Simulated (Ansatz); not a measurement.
A single Fe atom.

Basis set: def2-SVP. Charge 2. Computed with Ansatz (development build ahead of 0.2.0); the lowest solution found for each multiplicity.

**Question.** How do the multiplicities compare at this shape? Give, from the lowest of each method, PBE0 (restricted) for 3, 5.

**Answer.**

```
          method  multiplicity  E (eV)  <S²>
PBE0, restricted             3   2.811  2.00
PBE0, restricted             5   0.000  6.00
```

Caution for PBE0, restricted: an unrestricted determinant lies well below.
